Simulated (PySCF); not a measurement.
Structure problem from calculated spectra and properties.

Formula: C4H11ClSi.

| Property | Result |
| --- | --- |
| Rotational structure | rotational constants A, B, C: 2.520, 1.710, 1.226 GHz [PBE0-D3(BJ)/def2-SVP] |
| 13C NMR | chemical shifts (computed TMS as zero) by class: 57.0 (1 C), 26.5 (1 C), 16.6 (1 C), -8.6 (1 C) ppm [GIAO KT2/pcSseg-1] |
| Triplet | lowest triplet excitation (Tamm–Dancoff): 6.67 eV [TDA CAM-B3LYP/def2-SVPD] |
| UV, first state | lowest singlet excitation: 7.31 eV (170 nm, f = 0.002) [TDDFT CAM-B3LYP/def2-SVPD] |
| Valence photoelectron | vertical ionisation energy: 10.25 eV [ΔSCF CAM-B3LYP/def2-SVPD] |
| Dipole | 2.05 D [CAM-B3LYP/def2-SVPD] |

The electronic properties come from PySCF, for the isolated species, density fitting. Levels stand in brackets. One conformer (not necessarily the lowest) at the PBE0-D3(BJ)/def2-SVP geometry, without solvent, vibrations or thermal averaging. Each NMR value is the plain mean over a class of atoms that symmetry, rotation or inversion makes alike.

Question: Propose a structure and show how it fits.

Answer: Numbering: `[CH3:1][SiH2:2][C@@H:3]([CH3:4])[CH2:5][Cl:6]`. Its formula, C4H11ClSi, gives 0 degrees of unsaturation, so no ring and no π bond. 4 carbons fall into 4 classes; from least to most shielded: sp3 C–Cl carbon [C5] (57.0 ppm), sp3 carbon bound to silicon [C3] (26.5 ppm), methyl carbon [C4] (16.6 ppm), Si-methyl carbon [C1] (-8.6 ppm). The first electron is taken from the HOMO, whose largest Löwdin shares are 0.25 on the sp3 carbon bound to silicon, 0.16 on the SiH2 silicon, 0.16 on the alkyl chlorine and 0.10 on the sp3 C–Cl carbon. The optimised geometry has point group C1 and is an asymmetric top. Structure: `C[SiH2][C@@H](C)CCl`. Computed isomers that give other values at the same levels: `CC(C)[SiH2]CCl` (13C chemical shifts (computed TMS as zero) by class: 29.3 (1 C), 20.9 (2 C), 17.4 (1 C) ppm); `C[SiH2]C(C)(C)Cl` (13C chemical shifts (computed TMS as zero) by class: 62.5 (1 C), 32.9 (2 C), -8.9 (1 C) ppm); `CCC[SiH2]CCl` (13C chemical shifts (computed TMS as zero) by class: 30.4 (1 C), 24.2 (1 C), 18.1 (1 C), 15.0 (1 C) ppm). The assignments are read from this structure; whether some other isomer fits the data as well wasn't checked. The mirror image fits equally.

The values belong to the conformer `[CH3:1][SiH2:2][C@@H:3]([CH3:4])[CH2:5][Cl:6]`: C1–Si2–C3–C4 -167°, Si2–C3–C5–Cl6 -57°.
